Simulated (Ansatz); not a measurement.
An input meant for the cluster Li14 (charge 0, singlet).

```yaml
crystal:
  periodic: [false, false, false]
  atoms:
    - {symbol: Li, position_ang: [-2.976837, 0.134959, 1.404485]}
    - {symbol: Li, position_ang: [-0.039662, 0.757512, 0.904214]}
    - {symbol: Li, position_ang: [0.528174, 1.116814, -1.709073]}
    - {symbol: Li, position_ang: [3.987811, -2.315343, 0.004399]}
    - {symbol: Li, position_ang: [-1.792475, -0.704030, -1.037281]}
    - {symbol: Li, position_ang: [1.076165, 3.423556, 0.195912]}
    - {symbol: Li, position_ang: [-1.908920, 2.435022, -0.562994]}
    - {symbol: Li, position_ang: [1.827368, -1.374944, 1.930884]}
    - {symbol: Li, position_ang: [-1.026732, -2.168949, 1.295829]}
    - {symbol: Li, position_ang: [-3.818669, -2.662149, 0.151994]}
    - {symbol: Li, position_ang: [1.433241, -4.123710, 0.810080]}
    - {symbol: Li, position_ang: [-1.076111, -3.636155, -1.137816]}
    - {symbol: Li, position_ang: [1.168072, -1.638041, -0.673595]}
    - {symbol: Li, position_ang: [2.909775, 0.741659, 0.096063]}
basis:
  gaussian: {orbitals: pcseg-2}
magnetization: {spin_polarized: true, initial_magnetization: 0}
hamiltonian: {xc: {name: PBE0}, dispersion: d2}
scf: {omitted_lower_state_checks: [starts]}
output: {forces: true}
```

```sh
$ ansatz run in.yaml --threads 4 --pin off --events-out ev --progress --plain --max-ram 3916MiB
```

It prints (some lines left out):

```
Error: YAML parse error: error: line 21 column 45: hamiltonian.dispersion: `d2` is not `none`, `rvv10`, `d3bj`, `d3bjatm`, `d4` or a map `{method: …, s8: …, a1: …, a2_bohr: …}` (numbers without units, a2 in bohr) or `{method: …, functional: …}`
19 |   gaussian: {orbitals: pcseg-2}
20 | magnetization: {spin_polarized: true, initial_magnetization: 0}
21 | hamiltonian: {xc: {name: PBE0}, dispersion: d2}
22 | scf: {omitted_lower_state_checks: [starts]}
23 | output: {forces: true}
```

In this input the program holds no damping parameters for this pairing of functional and dispersion term, so they'd have to be typed. The input was rejected before any iteration.
